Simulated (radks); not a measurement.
The numbers below are computed, except where a source is named.
Question: The mean radii <r> (bohr) of the occupied orbitals of an atom or ion are listed with their occupations. Code: a radial shooting solver on a logarithmic mesh with Libxc functionals. Model: scalar-relativistic Kohn-Sham, PBE, spin-unpolarised, spherical densities, finite nucleus; Fermi nuclear charge, rms radius of each element as measured or else 0.836 A^(1/3) + 0.57 fm.

| orbital | occ. | <r> |
|---|---|---|
| 1s | 2 | 0.01659 |
| 2s | 2 | 0.06994 |
| 2p | 6 | 0.06328 |
| 3s | 2 | 0.1807 |
| 3p | 6 | 0.1821 |
| 3d | 10 | 0.1650 |
| 4s | 2 | 0.3993 |
| 4p | 6 | 0.4254 |
| 4d | 10 | 0.4489 |
| 5s | 2 | 0.9003 |
| 4f | 14 | 0.4823 |
| 5p | 6 | 1.034 |
| 5d | 9 | 1.409 |
| 6s | 1 | 2.325 |

Name the element and its charge.

Answer: Z = 80, mercury, charge +2: Hg2+ in [Xe] 4f14 5d9 6s1. The 1s radius gives Z: for a bare nucleus <r> = (2 gamma + 1)/(2Z) with gamma = sqrt(1 - (Z/c)^2), 0.0164 bohr for Z = 80, and screening makes it slightly larger (0.01659 here). The occupations add up to 78, and the charge is Z minus that.
